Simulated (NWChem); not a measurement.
System: C$_{3}$Cl$_{2}$F$_{2}$; SMILES C(=C=C(Cl)Cl)(F)F

Results from NWChem. Pople sets run with spherical d functions. STO-3G and 3-21G are far too small for this property and stand as cheap habits. Coordinates come from a PBE-D3(BJ)/def2-SVP optimisation. Field at 589 nm.

```
level           isotropic polarisability (bohr³)  anisotropy (bohr³)  relative time
--------------  --------------------------------  ------------------  -------------
B3LYP/STO-3G                                33.7                47.7              1
B3LYP/6-31G*                                57.8                57.8              7
B3LYP/def2-SVP                              56.2                54.4              5
```

The last column is a rough cost ratio, cheapest run = 1.
